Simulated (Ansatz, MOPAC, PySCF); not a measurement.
HCl (SMILES Cl) and SiH4 (SMILES [SiH4]) are pulled apart as rigid monomers along the line of their centres of mass, from the B3LYP-D3(BJ)/def2-TZVP minimum. Starting geometry (charge 0, multiplicity 1):
```json
[
 {"atom": "Cl", "x (Å)": "0.6255", "y (Å)": "1.1381", "z (Å)": "-0.2247"},
 {"atom": "H", "x (Å)": "1.1186", "y (Å)": "-0.0336", "z (Å)": "-0.0576"},
 {"atom": "Si", "x (Å)": "-0.1779", "y (Å)": "-0.0813", "z (Å)": "3.2542"},
 {"atom": "H", "x (Å)": "-0.3146", "y (Å)": "1.3883", "z (Å)": "3.3347"},
 {"atom": "H", "x (Å)": "-1.1590", "y (Å)": "-0.6287", "z (Å)": "2.2914"},
 {"atom": "H", "x (Å)": "-0.4156", "y (Å)": "-0.6777", "z (Å)": "4.5890"},
 {"atom": "H", "x (Å)": "1.1907", "y (Å)": "-0.4309", "z (Å)": "2.8076"}
]
```

Interaction energies with rigid monomers; basis-set methods are counterpoise corrected unless marked otherwise.

Rows in 6-31G* carry no dispersion term and start afresh at each structure (6-31G* with six Cartesian d functions). MP2/6-31G* freezes PySCF's default core. The state that PM3 reach isn't checked.

The values were computed with Ansatz (Gaussian basis) for Hartree–Fock, density functionals and correlated methods; MOPAC for PM3 (differences of heats of formation); PySCF for 6-31G* rows, the dispersion terms. Values without a source in brackets are computed.

```csv
Cl1···Si3 (Å),PM3 (kcal/mol),HF/6-31G* (kcal/mol),PBE-D4/def2-TZVPPD (kcal/mol),B3LYP/6-31G* (no counterpoise) (kcal/mol),MP2/6-31G* (no counterpoise) (kcal/mol)
3.40,0.01,2.66,-0.40,1.46,1.03
3.77,0.08,0.66,?,0.12,-0.40
4.34,0.04,0.01,-0.80,-0.16,-0.52
5.28,0.01,-0.04,-0.25,?,-0.18
6.79,0.00,-0.01,0.00,-0.01,-0.02
```

Question: Complete the blanks.

Answer: 
- 3.77, PBE-D4/def2-TZVPPD (kcal/mol): -1.07
- 5.28, B3LYP/6-31G* (no counterpoise) (kcal/mol): -0.08

Ansatz is a first-principles code.
